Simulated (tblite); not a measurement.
Isomers of C7H3N3. All values are computed: GFN2-xTB (tblite) harmonic vibrations without scaling, gas phase. Errors from tens to a few hundred cm⁻¹ against measured bands are possible. One conformer each.

Electronic energies: GFN2-xTB at the same geometries; isomer energies are rough at this level and their order can be wrong.

| SMILES | electronic energy, lowest = 0 (kcal/mol) |
| --- | --- |
| C#Cc1cncc(C#N)n1 | 0.0 |
| C#Cc1cc(C#N)cnn1 | 13.6 |
| C#Cc1cnncc1C#N | 12.2 |

Problem. How do GFN2-xTB zero-point energies change the relative energies?

Solution. 
```json
{"SMILES": "C#Cc1cncc(C#N)n1", "ZPE (kcal/mol)": "50.5", "of it from modes above 1550 cm⁻¹": "20.3", "electronic (kcal/mol)": "0.0", "with ZPE, lowest = 0 (kcal/mol)": "0.0", "lowest mode (cm⁻¹)": "96", "rings": "1"}
{"SMILES": "C#Cc1cnncc1C#N", "ZPE (kcal/mol)": "50.4", "of it from modes above 1550 cm⁻¹": "20.3", "electronic (kcal/mol)": "12.2", "with ZPE, lowest = 0 (kcal/mol)": "12.1", "lowest mode (cm⁻¹)": "91", "rings": "1"}
{"SMILES": "C#Cc1cc(C#N)cnn1", "ZPE (kcal/mol)": "50.4", "of it from modes above 1550 cm⁻¹": "20.3", "electronic (kcal/mol)": "13.6", "with ZPE, lowest = 0 (kcal/mol)": "13.5", "lowest mode (cm⁻¹)": "98", "rings": "1"}
```

The zero-point energies span 0.1 kcal/mol, from `C#Cc1cc(C#N)cnn1` to `C#Cc1cncc(C#N)n1`. The order is unchanged.

Problem. What do entropy and thermal enthalpy add at 298.15 K and 1 bar (rigid rotor, harmonic oscillator, one conformer each)?

Solution. 
| SMILES | point group | symmetry number | S (cal/(mol K)) | H − H(0) (kcal/mol) | ZPE + H − H(0) − TS (kcal/mol) |
| --- | --- | --- | --- | --- | --- |
| C#Cc1cncc(C#N)n1 | Cs | 1 | 91.8 | 6.01 | 29.2 |
| C#Cc1cnncc1C#N | Cs | 1 | 91.6 | 6.02 | 29.1 |
| C#Cc1cc(C#N)cnn1 | Cs | 1 | 91.6 | 6.01 | 29.1 |
